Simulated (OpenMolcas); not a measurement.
Ions of charge +3 along the 4f row with 6 bromide ligands in octahedral coordination

```json
{
 "Program": "OpenMolcas",
 "Method": "CASSCF",
 "Spin-orbit coupling": "RASSI with atomic mean-field integrals over the reference wave functions"
}
```

The f shell is active. Anionic complexes are neutralised by point charges behind the ligands. Distances were set from a Shannon-type radius of the metal (high-spin where two are listed) plus a fixed donor radius (Br 1.91 Å). Ligand basis ANO-RCC-VDZP, DKH2 Hamiltonian. States (labels of O, the rotations of Oh). Energies in cm-1 above the lowest state or level, χT in cm3 K/mol; under a threefold ground state the first gap can be a small split of the lowest multiplet, not the spin-orbit step. Free-ion χT is g² J(J+1) / 8 for Hund's level.

```
 Ion  Shell  R (Å)   Metal basis  Outer charge (e at Å behind ligand)  Ground state  First state of that spin  First gap with spin-orbit (degeneracies)  Width of lowest J  χT at 300 K  Free-ion χT
Ce3+    4f1   2.92  ANO-RCC-VDZP                           0.5 at 2.6           2A2                 2T2 190.1                              343.0 (2, 4)                343        0.698        0.804
Pm3+    4f4   2.88  ANO-RCC-VDZP                           0.5 at 3.2           5T2                  5A1 18.5                              107.8 (3, 1)                132        0.977        0.900
Sm3+    4f5   2.87  ANO-RCC-VDZP                           0.5 at 2.6           6T1                   6E 62.8                               68.1 (2, 4)                 68        0.306        0.089
Eu3+    4f6   2.86  ANO-RCC-VDZP                           0.5 at 2.6           7T1                 7A2 148.0                              369.4 (1, 3)                           1.311            0
Gd3+    4f7   2.85  ANO-RCC-VDZP                           0.5 at 3.2           8A1                                                                                               7.851        7.875
Tb3+    4f8   2.83  ANO-RCC-VDZP                           0.5 at 2.4           7A2                  7T2 90.9                               16.0 (1, 3)                140       11.750       11.812
Dy3+    4f9   2.82  ANO-RCC-VDZP                           0.5 at 2.4           6T1                 6T2 119.8                               13.4 (2, 4)                147       14.006       14.167
Ho3+   4f10   2.81  ANO-RCC-VDZP                           0.5 at 3.2           5A2                  5T2 46.2                                5.3 (2, 3)                111       13.875       14.062
Tm3+   4f12   2.79  ANO-RCC-VDZP                           0.5 at 2.4           3T1                   3E 31.4                               15.7 (1, 3)                119        7.109        7.146
Yb3+   4f13   2.78  ANO-RCC-VDZP                           0.5 at 3.2           2T1                 2T2 124.4                               74.7 (2, 4)                139        2.551        2.571
```

The rows also differ in their outer charges, so part of each step comes from that.

χT departs most from the free-ion value for Eu3+, by +1.311 cm3 K/mol.

High states are left out of the spin-orbit mixing, which shifts the levels that they would mix with (holds for Pm3+; Sm3+; Eu3+; Tb3+; Dy3+; Ho3+). Without dynamic correlation the ligand-field splitting of an f shell can come out too small, at times by half (holds for Pm3+; Sm3+; Eu3+; Tb3+; Dy3+; Ho3+; Tm3+; Yb3+). No quartet enters the spin-orbit mixing, so the splitting and order within the octet and the sextets are unsound, and g values and χT are rough (holds for Gd3+). A group larger than the point group allows holds several states that coincide in this model. No measured value stands beside these numbers; the geometry is a model, was not optimised and need not be the one that this ion takes.
